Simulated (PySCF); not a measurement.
**Which determinant of GaCl⁺ lies lowest?**

Unrestricted PBE0; basis Ga def2-TZVPPD, Cl def2-TZVPPD; no relativity; PySCF 2.14. Outer shells of the fragments: Ga+ 3d10 4s2; Cl 3s2 3p5.

Followed along the bond (rough minima from three points):

```
2Ms+1   unpaired  ⟨S²⟩ at the start  R at minimum (Å)  Te (eV)
    2        σ ↑               0.76              2.10     0.00
    2        π ↑               0.75  none in the scan   ≤ 1.02
    4  σ ↑, π ↑↑               3.76  none in the scan   ≤ 5.25
```

Solutions found at the starting distance of 2.275 Å, counted from the lowest of them; the search is not exhaustive and high or unbound solutions are not listed, so other states can lie among these:

```json
{"2Ms+1": "2", "unpaired": "σ ↑", "term": "²Σ⁺", "E (eV)": "0.00", "⟨S²⟩": "0.76", "⟨Lz²⟩": "0.00", "μ (D)": "-3.38"}
{"2Ms+1": "2", "unpaired": "π ↑", "term": "²Π", "E (eV)": "1.24", "⟨S²⟩": "0.75", "⟨Lz²⟩": "1.01", "μ (D)": "0.73"}
{"2Ms+1": "2", "unpaired": "π ↑", "term": "²Π", "E (eV)": "5.03", "⟨S²⟩": "0.87", "⟨Lz²⟩": "1.00", "μ (D)": "-2.68"}
{"2Ms+1": "4", "unpaired": "σ ↑, π ↑↑", "term": "mixed", "E (eV)": "5.12", "⟨S²⟩": "3.76", "⟨Lz²⟩": "2.01", "μ (D)": "0.87"}
{"2Ms+1": "4", "unpaired": "σ ↑, π ↑↑", "term": "mixed", "E (eV)": "5.28", "⟨S²⟩": "3.76", "⟨Lz²⟩": "2.01", "μ (D)": "0.94"}
{"2Ms+1": "4", "unpaired": "σ ↑↑, π ↑", "term": "⁴Π", "E (eV)": "7.14", "⟨S²⟩": "3.76", "⟨Lz²⟩": "1.00", "μ (D)": "-0.24"}
```

A term symbol is given only where ⟨S²⟩ and ⟨Lz²⟩ are close to those of a pure state; real π, δ and φ orbitals otherwise mix terms. A positive dipole points towards Cl; it is taken about the centre of mass and depends on that origin.

Spin–orbit coupling is left out. Counting both spins, an empty level lies below a filled one in some of these solutions, because spin and occupation are held.
